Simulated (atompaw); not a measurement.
# How hard is this Cu (Z = 29) PAW (atompaw) potential?

copper, PAW, made with atompaw 4.2.0.5 (PBE, scalar-relativistic). Core [Ne], reference 3s2 3p6 3d9 4s2 4p0. Waves: 3s (bound): rc 0.80 bohr; 4s (bound): rc 1.25 bohr; 3p (bound): rc 1.15 bohr; 4p (bound, empty): rc 1.15 bohr; 3d (bound): rc 1.25 bohr; 3d channel at -0.15 Ry: rc 1.25 bohr. Local part: bessel scheme, radius 1.10 bohr. Core correction: smooth core density matched at 0.75 bohr. Augmentation charge: sinc compensation charge, radius 1.20 bohr; PAW radius 1.25 bohr; waves and projectors: modrrkj vanderbiltortho.

The pseudo-atom Hamiltonian at the reference potential is diagonalised in spherical Bessel functions j_l(qr) that vanish at 20 bohr, with q² up to the cutoff. All-electron valence levels (Ry): 3s -8.8196, 4s -0.4272, 3p -5.6820, 4p -0.0861, 3d -0.6996.

**Question.** How do the lowest levels (Ry) of each channel move with the cutoff, and are there ghosts?

**Answer.**

| cutoff (Ry) | s #1 | s #2 | p #1 | p #2 | d #1 | d #2 | f #1 | Σ f·Δε (mRy) |
| --- | --- | --- | --- | --- | --- | --- | --- | --- |
| 8 | -6.2503 | -0.2680 | -1.6946 | -0.0051 | 0.0632 | 0.1444 | 0.1135 | 36247.5 |
| 12 | -7.5317 | -0.3472 | -2.8460 | -0.0244 | 0.0613 | 0.1313 | 0.1135 | 26600.6 |
| 21 | -8.6153 | -0.4168 | -4.6775 | -0.0578 | -0.2858 | 0.0660 | 0.1135 | 10181.4 |
| 30 | -8.7877 | -0.4262 | -5.4467 | -0.0770 | -0.5463 | 0.0653 | 0.1135 | 2857.1 |
| 40 | -8.8109 | -0.4271 | -5.6411 | -0.0839 | -0.6660 | 0.0651 | 0.1135 | 565.5 |
| 50 | -8.8116 | -0.4271 | -5.6774 | -0.0858 | -0.6924 | 0.0650 | 0.1135 | 108.2 |
| 70 | -8.8170 | -0.4272 | -5.6797 | -0.0860 | -0.6992 | 0.0650 | 0.1135 | 22.3 |
| 90 | -8.8191 | -0.4272 | -5.6814 | -0.0860 | -0.6995 | 0.0650 | 0.1135 | 6.0 |
| 110 | -8.8192 | -0.4272 | -5.6818 | -0.0861 | -0.6995 | 0.0650 | 0.1135 | 3.3 |
| 160 | -8.8195 | -0.4272 | -5.6819 | -0.0861 | -0.6996 | 0.0650 | 0.1135 | 0.9 |
| 200 | -8.8196 | -0.4272 | -5.6820 | -0.0861 | -0.6996 | 0.0650 | 0.1135 | 0.5 |
| 400 | -8.8196 | -0.4272 | -5.6820 | -0.0861 | -0.6996 | 0.0650 | 0.1135 | 0.0 |

Result: no extra level below or beside the all-electron valence levels (s, p, d, f tested); 10 mRy is reached at 90 Ry and 1 mRy at 160 Ry.
